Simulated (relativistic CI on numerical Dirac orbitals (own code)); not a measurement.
## Ba³⁺: q coefficients and field-shift factors

Method of calculation: Dirac-Coulomb-Breit CI, separate exchange-only KLI orbitals for each configuration, valence Slater integrals scaled by 0.85, P86 correlation energy added to each configuration, derivatives by finite differences, QED left out (own radial code, finite nucleus).

CI space (outside the closed core [Kr] 4d10): 5s2 5p5, 5s 5p6, 5s2 5p4 5d, 5s2 5p4 5f, 5s2 5p4 4f, 5s 5p5 5d. Double excitations out of closed p, d and f shells are left out; levels of such configurations are missing from the list, as are those of other unlisted configurations, and high levels can miss mixing partners.

With x = (α/α₀)² − 1 an excitation energy changes as ω = ω₀ + qx; K = 2q/ω₀ is the relative enhancement. Terms are leading LS components, so labels can repeat. The field-shift factor is F = δν/δ⟨r²⟩ for the transition from the lowest level.

Lowest level 5s2 5p5 2P°_3/2.

```
             Level  ω₀ (cm⁻¹)  q (cm⁻¹)       K  F (GHz/fm²)
   5s2 5p5 2P°_1/2    17443.6     19620    2.25       -0.826
     5s 5p6 2S_1/2   130977.7     22690   0.346        -21.3
 5s2 5p4 5d 4D_5/2   148088.8      3453  0.0466         2.13
 5s2 5p4 5d 4D_7/2   148622.7      4472  0.0602         2.16
 5s2 5p4 5d 4D_3/2   148908.7      3036  0.0408         2.13
 5s2 5p4 5d 4D_1/2   150812.9      3797  0.0503         2.13
 5s2 5p4 5d 4F_9/2   154879.6      1803  0.0233         2.37
 5s2 5p4 5d 2F_7/2   158527.2      1517  0.0191         2.31
 5s2 5p4 5d 2D_3/2   163254.4      4191  0.0513         2.22
 5s2 5p4 5d 2P_1/2   164089.9     14600   0.178         1.44
5s2 5p4 4f 4F°_7/2   164402.9     18050    0.22        -2.58
 5s2 5p4 5d 4P_1/2   164689.2     11270   0.137         1.04
5s2 5p4 4f 4F°_5/2   164803.6     17670   0.214         -2.6
```

Correlation outside the listed configurations is missing or only estimated: errors of thousands of cm⁻¹ between configurations and terms are usual at this charge. Rates and lifetimes follow the computed energies and can be off by large factors. The fine structure of a lone outer electron comes out too small, for d and f at times inverted, and misplaced configurations move strength between like terms.
